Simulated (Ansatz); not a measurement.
Reactions of CH7BClNSi, SMILES `CB(N)[SiH2]Cl`.

Isolated molecules relaxed with PBE0-D4/def2-TZVP in Ansatz; ΔE leaves out vibrations. CCSD(T)/CBS is the MP2 limit (def2-TZVPP, def2-QZVPP) plus CCSD(T) − MP2 in def2-TZVPP, frozen cores. This one scheme is used for every species. Triplets are unrestricted, without spin–orbit coupling. For Ge outer-core shells are correlated without core-valence functions, which leaves a few kJ/mol of doubt a bond. Scalar relativity is left out up to krypton. One conformer a species, not always the lowest.

**Question.** Order these by ΔE at CCSD(T)/CBS, lowest first. (Best estimate.)
A. `CB(N)[SiH2]Cl` + H₂ → `NB[SiH2]Cl` + CH₄
B. `CB(N)[SiH2]Cl` + `[SH][GeH3]` → `C[S][GeH3]` + `NB[SiH2]Cl`
C. `CB(N)[SiH2]Cl` + `N[SiH3]` → `[SiH3]N[SiH2]Cl` + `CBN`
D. `CB(N)[SiH2]Cl` + H₂O → `CB(N)[SiH2]O` + HCl
E. `CB(N)[SiH2]Cl` + `CB(N)O` → `CNB(C)O` + `NB[SiH2]Cl`
F. `CB(N)[SiH2]Cl` → `NB[SiH2]Cl` + `[CH2]` (triplet)

**Answer.** C (-88.4 kJ/mol), A (-22.0 kJ/mol), D (+23.1 kJ/mol), B (+57.6 kJ/mol), E (+86.6 kJ/mol), F (+481.1 kJ/mol).

Largest T1 diagnostic: 0.012, for `CB(N)[SiH2]O`.
